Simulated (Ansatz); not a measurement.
Conformers of ClFH4O2Si2, SMILES `O[SiH](F)O[SiH2]Cl`, each relaxed with PBE0-D4/def2-TZVP in Ansatz. CBS adds the triple-zeta coupled-cluster correction to the MP2 limit.

Not all of them had a frequency check.

Conformer A:

Cartesian coordinates in Å:
```
O -2.204 1.136 -0.685
Si -0.709 1.117 -0.064
F 0.296 1.920 -0.999
O -0.150 -0.405 0.029
Si 1.107 -1.394 0.313
Cl 2.288 -0.620 1.798
H -2.386 0.693 -1.514
H -0.763 1.768 1.247
H 0.583 -2.694 0.775
H 1.939 -1.522 -0.901
```

Conformer B:

```xyz
10

O     0.026    1.578    1.428
Si    0.557    0.051    1.353
F    -0.413   -0.919    2.157
O     0.611   -0.507   -0.175
Si   -0.176   -0.604   -1.591
Cl   -1.703    0.781   -1.612
H    -0.751    1.830    0.925
H     1.890   -0.008    1.956
H    -0.790   -1.936   -1.752
H     0.748   -0.266   -2.691
```

Q: Which is lowest in electronic energy at CCSD(T)/CBS (frozen core, def2 sets), and by how much? (An estimate is asked.)

A: The calculation gave: B; A lies 3.4 kJ/mol higher.

Q: Give the energies relative to B (kJ/mol) with PBE-D4/def2-TZVPP, PBE0-D4/def2-TZVPP, ωB97M-V/def2-TZVPP, PBE/def2-TZVPP, PBE0/def2-TZVPP, HF/def2-TZVPP, SCS-MP2/def2-QZVPP. (Best estimate.)

A: Ansatz gave: 
```json
{"level": "PBE-D4/def2-TZVPP", "A": "4.0"}
{"level": "PBE0-D4/def2-TZVPP", "A": "3.7"}
{"level": "ωB97M-V/def2-TZVPP", "A": "3.9"}
{"level": "PBE/def2-TZVPP", "A": "2.6"}
{"level": "PBE0/def2-TZVPP", "A": "2.4"}
{"level": "HF/def2-TZVPP", "A": "0.5"}
{"level": "SCS-MP2/def2-QZVPP", "A": "2.7"}
```
